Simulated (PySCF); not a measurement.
CF, SMILES [C]F (connectivity only; charge and spin as stated), charge +1, multiplicity 1. Geometry optimised at PBE0-D3(BJ)/def2-TZVPD.

Level of theory: PBE0-D3(BJ)/def2-TZVPD (PySCF).

Harmonic wavenumbers (cm⁻¹): 1815. Rotational constants (GHz): 51.66 (linear); symmetry number 1.

Problem. Work out the zero-point energy and the ideal-gas rigid-rotor harmonic-oscillator thermochemistry at 298.15 K and 1 atm.

Solution. ZPE = ½ Σ hcν = ½ × 1815 cm⁻¹ = 10.85 kJ/mol. H − E(el) = 19.53 kJ/mol. Entropy in J/(mol K): translation 151.58, rotation 48.14, vibration 0.01, total 199.73. G − E(el) = -40.02 kJ/mol. Cp = 29.20 J/(mol K).
